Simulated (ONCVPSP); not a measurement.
Ti (Z = 22): variants of one ONCV potential

Base potential:

ONCVPSP 4.0.1 input, shortened (lines: element, Z, core and valence counts, functional; n l f; lmax; l rc ep ncon nbas qcut; lloc lpopt rc5 dvloc0; l nproj debl; icmod fcfact rcfact), Wu-Cohen, scalar-relativistic:

```
  Ti 22.00    5    2  -118130      upf
    1    0    2.00
    2    0    2.00
    2    1    6.00
    3    0    2.00
    3    1    6.00
    3    2    2.00
    4    0    2.00
    2
    0    2.70    0.00    5    8    2.30
    1    2.55    0.06    3    6    2.80
    2    2.25    0.00    4    9    6.90
    4    5    1.75    1.00
    0    2    1.60
    1    2    0.70
    2    2    3.90
    0    0.00    0.00
```

In the p channel the program set the typed energies aside and used 0.050, 0.750 Ha.

All-electron outer shells of the reference configuration (Wu-Cohen, scalar-relativistic, ld1.x):

```json
{"shell": "3p", "level (eV)": "-38.80", "outermost node (bohr)": "0.37", "outermost maximum (bohr)": "0.90"}
{"shell": "4s", "level (eV)": "-4.49", "outermost node (bohr)": "1.24", "outermost maximum (bohr)": "2.92"}
{"shell": "3d", "level (eV)": "-4.28", "outermost node (bohr)": "–", "outermost maximum (bohr)": "0.98"}
```

Cutoffs, loose and tight: the cutoffs (Ha) at which the residual kinetic energy of the hardest occupied pseudo-wave falls to 1 and 0.1 mHa per electron. They do not see the model core or the augmentation charge, which bear on the density cutoff. Test errors are all-electron minus pseudo excitation energies from the reference, over the configurations 3d2 4s1; 3d2 4s0; 3d1 4s0; 3d2 4s0 4p1. A dash means not determined; rows that change the core or the reference have their own tests.

1 further variants are left out, since the program set their typed debl aside.

A true bound ghost makes a file unfit for plane-wave use even where its test errors are small: the radial tests pick states by their node count and pass the ghost by.

| change | outcome | cutoff, loose | cutoff, tight | bound ghosts | GHOST(+) flags above zero | largest test error (meV) |
| --- | --- | --- | --- | --- | --- | --- |
| base | generated, projector energies reset by the program | 18 Ha | 21 Ha | none | s | +384 |
| core correction Teter function, fcfact 5.25, rcfact 1.05 | generated, projector energies reset by the program | 18 Ha | 21 Ha | none | s | +197 |
| core [Ne], valence charge 12; reference 3s2 3p6 3d2 4s2; waves now 3s+4s: rc 1.70 bohr, ncon 4, nbas 8, qcut 9.3 1/bohr, 2 projectors; 3p: rc 1.75 bohr, ncon 5, nbas 8, qcut 8.9 1/bohr, 3 projectors, debl 2.9 Ha; 3d: rc 1.50 bohr, ncon 5, nbas 10, qcut 10.6 1/bohr, 2 projectors, debl 2.3 Ha; local potential polynomial inside 1.20 bohr (lpopt 4, dvloc0 -1 Ha) | generated | 42 Ha | 48 Ha | none | none | +14 |
| p: qcut 4.1 | generated, projector energies reset by the program | 18 Ha | 21 Ha | p | s | +384 |
| s: qcut 1.9 | generated, projector energies reset by the program | 18 Ha | 21 Ha | none | s | +367 |
| s: qcut 3.1; p: qcut 3.7; d: qcut 9.2 | generated, projector energies reset by the program | 25 Ha | 29 Ha | s, p | s | +310 |
| functional PW91 | generated, projector energies reset by the program | 18 Ha | 21 Ha | none | s | +582 |
| d: nproj 1 | generated, projector energies reset by the program | 18 Ha | 21 Ha | none | s | +351 |
| d: ncon 5, nbas 10 | generated, projector energies reset by the program | 19 Ha | 22 Ha | none | s | +351 |

**Question.** What comes out with this change to the base: p: rc 2.32?

**Answer.** outcome: generated; cutoff, loose: 18 Ha; cutoff, tight: 21 Ha; bound ghosts: none; GHOST(+) flags above zero: s, p; largest test error (meV): +384.
